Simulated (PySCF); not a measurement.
## Correlation energy of Fe+ (iron, charge +1)

[Ar] 3d6 4p1, one real determinant (an excited configuration). Calculation: PySCF 2.14, in aug-cc-pVTZ with one added diffuse shell each of s, p, d, f, g type (9s8p6d4f3g, 118 functions); no relativity, point nucleus. Frozen: [Ar]; 7 electrons correlated.

MP2 pair energies summed by pair of shells (mhartree):

| pair | energy | share (%) |
| --- | --- | --- |
| 3d-3d | -126.84 | 91.6 |
| 3d-4p | -11.67 | 8.4 |

Total MP2 correlation energy: -138.52 mhartree.

Same-spin part -82.13 and opposite-spin part -56.39 mhartree; SCS-MP2 scales them by 1/3 and 6/5 to -95.04 mhartree.

The reference is one real determinant that mixes LS terms of this configuration.
